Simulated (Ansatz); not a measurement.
Other settings, tried on the cluster Sc₂B₂ (the lowest singlet isomer of a short search).

```yaml
crystal:
  periodic: [false, false, false]
  atoms:
    - {symbol: Sc, position_ang: [-0.364635, 1.495071, 0.369466]}
    - {symbol: Sc, position_ang: [0.702257, -0.934036, 1.067464]}
    - {symbol: B, position_ang: [0.525462, -0.048629, -0.972100]}
    - {symbol: B, position_ang: [-0.863093, -0.512396, -0.464830]}
basis:
  gaussian: {orbitals: def2-mTZVPP, fitting: {mean_field: def2-universal-jkfit}}
hamiltonian: {xc: {name: wB97X}}
scf: {omitted_lower_state_checks: [starts]}
output: {forces: true}
```

```sh
$ ansatz run in.yaml --threads 2 --pin off --events-out ev --progress --plain --max-ram 4352MiB
```

Output, abridged:

```
Functional definition: wB97X
678 factors; integrals over basis functions are off by at most 9.3e-2 eV
678 factors; integrals over basis functions are off by at most 4.9e-7 eV
mean field evaluation 1: about -42732.8045 eV, gradient 5.9e1 eV
mean field evaluation 2: about -42698.1586 eV, gradient 1.3e2 eV
mean field evaluation 4: about -42744.8684 eV, gradient 6.5e0 eV
mean field evaluation 8: about -42745.0464 eV, gradient 2.8e-1 eV
mean field evaluation 16: about -42745.0528 eV, gradient 3.9e-3 eV
mean field -42745.05276098 eV, -1570.8517153286 hartree, gradient 2.8e-5 eV, S^2 0.000000; 0 other end points of the search recorded, 0 dependent functions left out
reference -42745.05272886 eV, -1570.8517141482 hartree; 26, 26 occupied and 78, 78 virtual orbitals, 678 factors
Total energy: -42745.05272886 eV, -1570.8517141482 hartree
Atom 0 at    -0.364635     1.495071     0.369466 Å, force     0.103384    -0.330748    -0.019180 eV/Å
Atom 1 at     0.702257    -0.934036     1.067464 Å, force    -0.152389     0.250914    -0.187399 eV/Å
Atom 2 at     0.525462    -0.048629    -0.972100 Å, force    -0.524488    -0.143573     0.303696 eV/Å
Atom 3 at    -0.863093    -0.512396    -0.464830 Å, force     0.573493     0.223407    -0.097117 eV/Å
Dipole moment:     0.236523     0.393442     1.006967 e Å
Checks for a lower state left out: starts
```

Hardware: 2 threads of Arm Neoverse V2 on a shared host. Wall time 9.5 s.

The restricted singlet is unstable towards broken spin symmetry at other levels; at RKS ωB97X/def2-mTZVPP this wasn't settled.
